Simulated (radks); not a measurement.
The numbers below are computed, except where a source is named.
Rh XXXIII, 13 electrons, occupied as [Ne] 3s2 3p1. Level of theory: scalar-relativistic Kohn-Sham, PBE, spin-polarised, spherical densities, finite nucleus; open shells are filled with parallel spins first (spin-orbit coupling, left out, can overturn this in heavy ions); Fermi nuclear charge, rms radius 4.4945 fm (a radial shooting solver on a logarithmic mesh with Libxc functionals).

Normalised radial functions P(r) = r R(r), r in bohr:

| r | 2s up | 3p down |
|---|---|---|
| 0.001247 | 0.2807 | 0.0029 |
| 0.001384 | 0.3077 | 0.0035 |
| 0.001547 | 0.3394 | 0.0043 |
| 0.001731 | 0.3740 | 0.0052 |
| 0.001921 | 0.4089 | 0.0063 |
| 0.002148 | 0.4497 | 0.0077 |
| 0.002403 | 0.4938 | 0.0093 |
| 0.002666 | 0.5380 | 0.0113 |
| 0.002982 | 0.5890 | 0.0138 |
| 0.003336 | 0.6436 | 0.0168 |
| 0.003701 | 0.6976 | 0.0202 |
| 0.00414 | 0.7590 | 0.0247 |
| 0.00463 | 0.8237 | 0.0302 |
| 0.005138 | 0.8862 | 0.0363 |
| 0.005747 | 0.9557 | 0.0442 |
| 0.006428 | 1.0267 | 0.0538 |
| 0.007132 | 1.0929 | 0.0645 |
| 0.007978 | 1.1634 | 0.0784 |
| 0.008923 | 1.2312 | 0.0950 |
| 0.009901 | 1.2900 | 0.1134 |
| 0.01107 | 1.3464 | 0.1369 |
| 0.01239 | 1.3927 | 0.1647 |
| 0.01374 | 1.4235 | 0.1951 |
| 0.01537 | 1.4398 | 0.2333 |
| 0.0172 | 1.4343 | 0.2778 |
| 0.01908 | 1.4056 | 0.3253 |
| 0.02134 | 1.3444 | 0.3837 |
| 0.02387 | 1.2471 | 0.4497 |
| 0.02649 | 1.1204 | 0.5178 |
| 0.02963 | 0.9412 | 0.5982 |
| 0.03314 | 0.7151 | 0.6849 |
| 0.03677 | 0.4624 | 0.7695 |
| 0.04113 | 0.1458 | 0.8623 |
| 0.046 | -0.2122 | 0.9532 |
| 0.05104 | -0.5745 | 1.0313 |
| 0.05709 | -0.9853 | 1.1025 |
| 0.06386 | -1.4015 | 1.1526 |
| 0.07085 | -1.7755 | 1.1722 |
| 0.07925 | -2.1433 | 1.1550 |
| 0.08864 | -2.4519 | 1.0886 |
| 0.09836 | -2.6656 | 0.9751 |
| 0.11 | -2.7995 | 0.7911 |
| 0.1231 | -2.8218 | 0.5408 |
| 0.1365 | -2.7396 | 0.2521 |
| 0.1527 | -2.5474 | -0.1096 |
| 0.1708 | -2.2654 | -0.5057 |
| 0.1895 | -1.9469 | -0.8812 |
| 0.212 | -1.5742 | -1.2632 |
| 0.2371 | -1.2042 | -1.5872 |
| 0.2631 | -0.8895 | -1.8069 |
| 0.2943 | -0.6021 | -1.9315 |
| 0.3292 | -0.3786 | -1.9270 |
| 0.3653 | -0.2288 | -1.8104 |
| 0.4086 | -0.1218 | -1.5850 |
| 0.457 | -0.0587 | -1.2924 |
| 0.5071 | -0.0270 | -0.9997 |
| 0.5672 | -0.0104 | -0.7009 |
| 0.6344 | -0.0035 | -0.4495 |
| 0.7039 | -0.0011 | -0.2726 |
| 0.7873 | -0.0003 | -0.1433 |
| 0.8806 | -0.0001 | -0.0668 |
| 0.9771 | 0.0000 | -0.0293 |
| 1.093 | 0.0000 | -0.0104 |

2s up: eigenvalue -5024.7 eV, 1 radial node at r = 0.0431 bohr, <r> = 0.140 bohr, 90 % of the charge inside 0.215 bohr. 3p down (empty): eigenvalue -1858.6 eV, 1 radial node at r = 0.148 bohr, <r> = 0.330 bohr, 90 % of the charge inside 0.488 bohr.
